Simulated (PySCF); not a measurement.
## How methods differ on the excitation energy of Rh

Rh [Kr] 4d8 5s1 (4F) → Rh [Kr] 4d9 (2D), as a difference of total energies. Computed with PySCF 2.14 in x2c-TZVPPall (8s6p6d2f1g, 79 functions), with the spin-free X2C one-electron Hamiltonian (Gaussian nucleus). Correlated levels: valence: [Kr] frozen. The calculations carry no spin-orbit coupling.

Order these methods by the excitation energy they give, lowest first.
A. MP2 (valence)
B. CCSD (valence)
C. SCS-MP2 (valence)
D. CCSD(T) (valence)

C (0.241 eV), A (0.306 eV), D (0.524 eV), B (0.655 eV).

Errors of the correlated levels include the incompleteness of this basis and the frozen core.

For comparison: 0.342 eV (measured; NIST levels, between the centres of gravity of the two terms).
